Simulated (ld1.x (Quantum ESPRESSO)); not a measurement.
# What one change does to a pseudopotential (antimony, TM)

Sb, norm-conserving Troullier–Martins (Kleinman–Bylander form), made with ld1.x (Quantum ESPRESSO) 7.5 (PBE, scalar-relativistic). Core [Kr] 4d10, reference 5s1.5 5p3.5. Waves: 5s (bound): rc 1.40 bohr; 5d channel at -0.15 Ry: rc 2.05 bohr; 5p (bound): rc 2.30 bohr. Local part: the p channel. Core correction: a·sin(br)/r model core inside 1.40 bohr.

Change: all radii but the core radius scaled by about 0.90 (s 1.26, p 2.06, d 1.84 bohr).

Cutoffs: the cutoffs (Ry, on a coarse ladder) from which the occupation-weighted sum of valence levels, in a spherical-Bessel basis at the reference potential, stays within 10 and 1 mRy of its value at 400 Ry; they do not see the model core or the augmentation charge, which bear on the density cutoff. Errors are all-electron minus pseudo energies relative to the spin-unpolarised reference configuration.

Question: Predict the effect on cutoff, ghosts and configuration errors.

Answer: The potential gets harder (40 Ry and 160 Ry → 140 Ry and 230 Ry); both files keep a bound ghost (d); of the 7 tests that both files solve, the error grows in 6 and shrinks in 0 by more than 15 % and 0.3 meV (median size 13.2 → 15.9 meV). A smaller radius makes the pseudo-wave follow the all-electron one further in, where it bends more sharply, so more plane waves are needed. That the errors move this way runs against the usual rule that smaller radii transfer better.

```csv
quantity,base,changed
"cutoff, loose",40 Ry,140 Ry
"cutoff, tight",160 Ry,230 Ry
loose cutoff by channel (10 mRy a level),"s 40 Ry, p 10 Ry","s 140 Ry, p 8 Ry"
bound ghosts,d,d
"error for 5s2 5p3, meV [ΔE -4.03 eV]",-4.9,-8.1
"error for 5s2 5p2, meV [ΔE 4.29 eV]",-8.3,-13
"error for 5s2 5p1, meV [ΔE 20.26 eV]",-29,-39
"error for 5s1 5p0, meV [ΔE 88.96 eV]",-381,-401
"error for 5s2 5p2.5, meV [ΔE -0.77 eV]",-5.8,-9.7
"error for 5s0 5p5, meV [ΔE 12.40 eV]",-55,-89
"error for 5s1 5p3, meV [ΔE 13.02 eV]",-13,-16
```

 A true bound ghost makes a file unfit for plane-wave use even where its test errors are small: the radial tests pick states by their node count and pass the ghost by.
